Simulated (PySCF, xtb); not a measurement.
C4H5ClSi, SMILES [SiH2]1C=CC(Cl)=C1.

Harmonic wavenumbers (cm⁻¹) from GFN2-xTB run with xtb 6.7.1 at its own minimum, in rising order: 148, 253, 269, 360, 456, 489, 512, 551, 610, 726, 749, 771, 779, 797, 838, 910, 1025, 1112, 1186, 1301, 1553, 1599, 2264, 2265, 3078, 3105, 3124.

**Question.** What does PySCF 2.14.0 with r2SCAN-D4/def2-SVP give at its own minimum? (An estimate is asked for; the answer gives what the named calculation found.)

**Answer.** 148, 267, 296, 386, 506, 529, 578, 662, 696, 734, 743, 773, 804, 884, 932, 985, 1008, 1092, 1188, 1326, 1557, 1608, 2218, 2220, 3174, 3215, 3234. Paired by order, the mean absolute difference is 45 cm⁻¹ and the zero-point energies are 44.1 and 45.4 kcal/mol.
